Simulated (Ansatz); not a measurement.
`C[N](C)[AlH][Cl]` and `CN(C)[SiH3]` differ in one atom or group.

Ansatz, PBE0-D4/def2-TZVP geometries, multiplicity 1. Each molecule was computed in one conformer, which needn't be the lowest.

```json
{"property": "HOMO energy (PBE/def2-TZVPP) / eV", "`C[N](C)[AlH][Cl]`": "-5.44"}
{"property": "HOMO–LUMO gap (B3LYP/def2-TZVPP) / eV", "`C[N](C)[AlH][Cl]`": "5.70"}
{"property": "LUMO energy (PBE/def2-TZVPP) / eV", "`C[N](C)[AlH][Cl]`": "-1.32"}
{"property": "ideal-gas entropy at 298 K and 1 bar (rigid rotor, harmonic PBE0-D4/def2-TZVP) / J/(mol·K)", "`C[N](C)[AlH][Cl]`": "354"}
{"property": "zero-point energy (PBE0-D4/def2-TZVP) / kJ/mol", "`C[N](C)[AlH][Cl]`": "239.0"}
{"property": "size of the dipole moment (B3LYP/def2-TZVPP) / D", "`C[N](C)[AlH][Cl]`": "2.02"}
```

Task: Give the same properties after the change, and the shifts. (Estimate.)

Result: Ansatz gave: 
```tsv
property	`CN(C)[SiH3]`	shift
HOMO energy (PBE/def2-TZVPP) / eV	-5.09	0.35
HOMO–LUMO gap (B3LYP/def2-TZVPP) / eV	6.52	0.82
LUMO energy (PBE/def2-TZVPP) / eV	-0.28	1.04
ideal-gas entropy at 298 K and 1 bar (rigid rotor, harmonic PBE0-D4/def2-TZVP) / J/(mol·K)	328	-26
zero-point energy (PBE0-D4/def2-TZVP) / kJ/mol	281.3	42.3
size of the dipole moment (B3LYP/def2-TZVPP) / D	1.00	-1.02
```

With PBE0 the HOMO rises by 0.28 eV and the LUMO rises by 1.13 eV, so the gap widens by about 0.85 eV. PBE moves the HOMO by 0.35 eV and ωB97M-V by 0.26 eV. The zero-point energy changes by 42.3 kJ/mol with +3 modes. Dipoles are sizes alone; their direction can turn.

B3LYP here is the variant with VWN-RPA as its local correlation; programs differ in this.
